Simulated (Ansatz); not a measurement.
A nudged elastic band was laid between two geometries of F$_{5}$H$_{2}$STa (9 atoms, charge 0, multiplicity 1).

Computed with RKS PBE-D4/def2-SVP (Ansatz).

```yaml
movable_images: 5
climbing_image: yes
spring: 5.0 eV/Å²
optimiser: quadratic models (default)
start_path: through a guess of the saddle point
force_threshold: 0.03 eV/Å
iteration_limit: 60
end_points: relaxed
```

Image 0:

```xyz
9
Properties=species:S:1:pos:R:3
Ta -0.086 0.062 0.146
F 1.782 0.424 0.155
F -0.101 0.461 2.001
F 0.204 -0.942 -1.446
F -0.756 1.657 -0.562
F -1.687 -0.928 0.390
S 0.903 -2.377 1.251
H 0.966 -3.036 0.058
H 2.216 -2.015 1.178
```

Image 6:

```xyz
9
Properties=species:S:1:pos:R:3
Ta -0.266 -0.311 0.270
F 1.989 0.043 0.313
F -0.183 0.218 2.083
F 0.059 -1.157 -1.395
F -0.096 1.429 -0.415
F -2.091 -0.686 0.279
S 0.908 -2.339 1.240
H 1.050 -3.010 0.060
H 2.072 -0.881 0.737
```

(1) What changes between the two ends?

(2) Give the energies along the band, and the barrier.

(3) What is the geometry of the highest image?

(4) What are the harmonic wavenumbers there?

The band took 20 iterations and roughly 12 core-minutes.

## Answers

(1) Bonds broken: S7–H9.

(2) The forces met the threshold. The highest image is number 5 of 0 to 6, 19.0 kcal/mol above the first end and 0.2 kcal/mol above the last; the last end lies 18.7 kcal/mol above the first. A vibrational analysis at the climbing image gives one clearly imaginary mode, 242i cm⁻¹: a first-order saddle point. The orbitals stay closed-shell, which can raise the energy where a bond breaks towards radicals; this wasn't checked here.

```json
{"image": "0", "path coordinate (Å)": "0.00", "energy (kcal/mol)": "0.0", "S7–H9 (Å)": "1.36"}
{"image": "1", "path coordinate (Å)": "0.36", "energy (kcal/mol)": "0.4", "S7–H9 (Å)": "1.36"}
{"image": "2", "path coordinate (Å)": "0.71", "energy (kcal/mol)": "2.0", "S7–H9 (Å)": "1.37"}
{"image": "3", "path coordinate (Å)": "1.07", "energy (kcal/mol)": "5.7", "S7–H9 (Å)": "1.38"}
{"image": "4", "path coordinate (Å)": "1.42", "energy (kcal/mol)": "13.4", "S7–H9 (Å)": "1.47"}
{"image": "5", "path coordinate (Å)": "1.78", "energy (kcal/mol)": "19.0", "S7–H9 (Å)": "1.73"}
{"image": "6", "path coordinate (Å)": "2.00", "energy (kcal/mol)": "18.7", "S7–H9 (Å)": "1.93"}
```

(3) 
```xyz
9
Properties=species:S:1:pos:R:3
Ta -0.235 -0.264 0.254
F 1.934 0.036 0.316
F -0.209 0.204 2.085
F 0.040 -1.174 -1.385
F -0.124 1.472 -0.439
F -2.055 -0.673 0.277
S 0.986 -2.328 1.240
H 1.142 -2.986 0.056
H 1.963 -0.983 0.767
```

(4) 242i, 83, 116, 151, 163, 189, 210, 216, 244, 294, 391, 425, 605, 665, 673, 678, 703, 919, 1040, 1534, 2620 cm⁻¹.

The run took 3.3 min on 4 threads of Arm Neoverse V1, with other jobs on the host, peak memory 0.2 GiB.
